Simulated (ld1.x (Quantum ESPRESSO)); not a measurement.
## Transferability test, TM potential for Eu

ld1.x (Quantum ESPRESSO) 7.5 input, shortened:

```
&input
   title='Eu', zed=63., rel=1, dft='PBE', iswitch=3,
   config='[Xe] 4f7 5d0 6s2 6p0'
 /
 &inputp
   pseudotype=2, tm=.true., lloc=2,
   nlcc=.true., new_core_ps=.true.
 /
4
6S  1  0   2.00   0.00  2.80  2.80  0.0
6P  2  1   0.00   0.00  3.15  3.15  0.0
4F  4  3   7.00   0.00  1.50  1.50  0.0
5D  3  2   0.00   0.00  2.25  2.25  0.0
 &test
   configts(1)='4f7 5d0 6s2 6p0'
 /
```

Energies are relative to the spin-unpolarised reference configuration 4f7 5d0 6s2 6p0; without spin polarisation the order of configurations can differ from experiment.

```tsv
valence configuration	charge	ΔE all-electron (eV)	error AE − PS (meV)
4f7 5d0 6s1 6p0	+1	6.019	-9.2
4f6 5d0 6s0 6p0	+3	41.656	-1497
4f7 5d1 6s0 6p0	+1	7.602	-36
4f7 5d0.5 6s1.5 6p0	0	1.060	-5.9
4f6 5d1 6s2 6p0	0	3.395	-686
```

(1) What are ΔE and the potential's error for 4f7 5d0 6s1 6p1?

(2) What are ΔE and the potential's error for 4f7 5d0 6s0 6p0?

Levels in the configuration 4f7 5d1 6s0 6p0:

```json
{"level": "4f", "all-electron (eV)": "-7.184", "pseudo (eV)": "-6.920"}
{"level": "5d", "all-electron (eV)": "-5.988", "pseudo (eV)": "-5.953"}
```

Note: ghost states, extra bound levels that the all-electron valence spectrum of the same l lacks: s at -20.6 eV, p at -2.03 eV. A true bound ghost makes a file unfit for plane-wave use.

## Answers

(1) ΔE = 2.498 eV all-electron; the error (AE − PS) is -16 meV.

(2) ΔE = 17.254 eV all-electron; the error (AE − PS) is -58 meV.

These tests converged, but a pseudo level misses the all-electron one widely, so the file describes the atom poorly there or has found another state: 4f7 5d0 6s0 6p0: empty 6p by 2.5 eV (a node warning on the way); 4f6 5d0 6s0 6p0: 4f by 3.1 eV (a node warning on the way); 4f6 5d1 6s2 6p0: 4f by 1.9 eV.
